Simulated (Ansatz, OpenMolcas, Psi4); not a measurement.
# Predicting a hybrid from its neighbours: AsF3 (arsenic trifluoride)

AsF3 has 4 atoms, charge 0, and is taken as a singlet. SMILES: `F[As](F)F`. Geometry: relaxed at PBE0-D4/def2-TZVP.

The vertical energy of the triplet above the singlet y, in eV, basis cc-pVDZ; a is the functional's share of exact exchange. Programs: Ansatz 0.2.0, OpenMolcas 26.06, Psi4 1.11.

```
functional     program     a  y (eV)
      TPSS  OpenMolcas     0    6.01
    r2SCAN      Ansatz     0    6.05
     B3LYP        Psi4   0.2    6.26
      PBE0      Ansatz  0.25       ?
   r2SCAN0      Ansatz  0.25    6.10
     BHLYP      Ansatz   0.5    6.36
```

Q: Fit y = c + s·a to the known rows and predict PBE0.

A: 
1. Means of the 5 rows: a = 0.1900, y = 6.156.
2. Σ(Δa)² = 0.172, Σ(Δa·Δy) = 0.1088, so the slope is 0.1088/0.172 = 0.63256.
3. Intercept: 6.156 − (0.63256) × 0.1900 = 6.036. The largest residual of the fit is 0.097.
4. PBE0: 6.036 + (0.63256) × 0.25 = 6.19 eV.

The run gave 6.12 eV, so the prediction is off by +0.07 eV, within the largest residual.
